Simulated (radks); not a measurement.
Coherent X-ray form factor from a spherical all-electron density. All-electron calculation, Dirac Kohn-Sham, BLYP, spin-unpolarised, spherical densities, point nucleus. Program: a radial shooting solver on a logarithmic mesh with Libxc functionals.

sin(theta)/lambda (1/angstrom)  f0 (electrons)
0.05                                    35.524
0.1                                     34.199
0.15                                    32.286
0.2                                     30.099
0.25                                    27.905
0.3                                     25.873
0.4                                     22.497
0.5                                     19.875
0.6                                     17.670
0.8                                     13.860
1                                       10.813
1.25                                     8.249
1.5                                      6.781
2                                        5.325

The species is in the configuration that NIST lists as its ground one. Which atom or ion scatters so?

Answer. The strontium ion Sr2+, [Kr]. Extrapolating in s^2 from the first two rows gives f0(0) = 36.0, near the electron count 36; among species with that count, the fall with angle is slower the higher Z, and the table is that of Z = 38; from so few rows the species is fixed only to a neighbour or two.
